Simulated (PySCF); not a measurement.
3-methoxypropanenitrile (C4H7NO), SMILES C(#N)CCOC. Atoms are numbered in the order given.

```xyz
13

C      0.3380     2.7081     0.0000
O     -0.4561     1.5506     0.0000
C      0.2890     0.3669     0.0000
C     -0.7080    -0.7906     0.0000
C     -0.0391    -2.0964     0.0000
N      0.5079    -3.1148     0.0000
H      0.9857     2.7603     0.8973
H      0.9857     2.7603    -0.8973
H     -0.3362     3.5762     0.0000
H      0.9447     0.3030     0.8922
H      0.9447     0.3030    -0.8922
H     -1.3556    -0.7162    -0.8871
H     -1.3556    -0.7162     0.8871
```
Charge 0, spin multiplicity 1.

Coordinates come from a ωB97X-D3(BJ)/def2-SVP optimisation. The values are those of a single conformer.

Two levels are set side by side: PBE/pcSseg-1 (PySCF) and PBE0/pcSseg-1 (PySCF). GIAO shifts against H2O (¹⁷O), NH3 (¹⁵N), TMS (¹H), TMS (¹³C) at the same level; non-relativistic, no solvent, atoms listed together averaged. Differences are taken from unrounded values.

| quantity | PBE0 |
|---|---|
| δ(¹³C) of C1 (ppm) | 62.1 |
| δ(¹⁷O) of O2 (ppm) | 26.2 |
| δ(¹³C) of C3 (ppm) | 72.5 |
| δ(¹³C) of C4 (ppm) | 22.4 |
| δ(¹³C) of C5 (ppm) | 123.2 |
| δ(¹⁵N) of N6 (ppm) | 308.7 |
| δ(¹H) of H10, H11 (ppm) | 3.56 |
| δ(¹H) of H12, H13 (ppm) | 2.62 |

Task: What does PBE give, and how far is it from PBE0? (The exact figures need the calculation; the answer reports its results.)

Result: 
```tsv
quantity	PBE	PBE minus PBE0
δ(¹³C) of C1 (ppm)	64.3	2.2
δ(¹⁷O) of O2 (ppm)	42.5	16.3
δ(¹³C) of C3 (ppm)	76.1	3.6
δ(¹³C) of C4 (ppm)	23.5	1.1
δ(¹³C) of C5 (ppm)	118.6	-4.6
δ(¹⁵N) of N6 (ppm)	305.4	-3.3
δ(¹H) of H10, H11 (ppm)	3.67	0.11
δ(¹H) of H12, H13 (ppm)	2.64	0.02
```

Rough cost on one machine, each run with all the roots and properties that it gave: PBE0 against PBE within a factor of 2.
